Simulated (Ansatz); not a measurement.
C2H7AlCl2O (`C[OH+][Al-]([CH3])([Cl])[Cl]`), relaxed with RKS PBE0-D4/def2-TZVP in Ansatz from a PBE-D4/def2-SVP geometry. The force threshold is 0.005 eV/Å; the program also tests the step.

Total charge 0; spin multiplicity 1.

Start:

```xyz
13

C     1.354   -0.695   -1.439
O     1.083    0.055   -0.233
Al   -0.476   -0.209    0.974
C    -1.757    1.220    0.642
Cl    0.848   -0.068    2.691
Cl   -1.009   -2.229    0.464
H     2.280   -0.309   -1.908
H     0.500   -0.526   -2.118
H     1.433   -1.778   -1.221
H     1.828   -0.001    0.410
H    -2.615    1.144    1.341
H    -2.170    1.173   -0.387
H    -1.299    2.221    0.785
```

Q: By how much does the energy fall, and how many steps does the optimiser take? (Estimate.)

A: The calculation gave: 6.11 kJ/mol, in 11 steps.

Q: Which bonds change most? (Estimate.)

A: The calculation gave: O2–Al3 from 1.989 to 1.947 Å; Al3–Cl5 from 2.173 to 2.140 Å; O2–H10 from 0.986 to 0.966 Å; C1–H9 from 1.108 to 1.089 Å.

Q: Give the relaxed structure. (An estimate is asked.)

A: Ansatz gave: 
```xyz
13

C     1.256   -0.615   -1.427
O     1.132   -0.019   -0.124
Al   -0.417   -0.225    1.037
C    -1.675    1.168    0.555
Cl    0.753   -0.024    2.817
Cl   -0.967   -2.239    0.595
H     2.119   -0.183   -1.932
H     0.348   -0.365   -1.970
H     1.344   -1.698   -1.342
H     1.927   -0.150    0.409
H    -2.568    1.116    1.184
H    -2.011    1.071   -0.482
H    -1.241    2.163    0.680
```
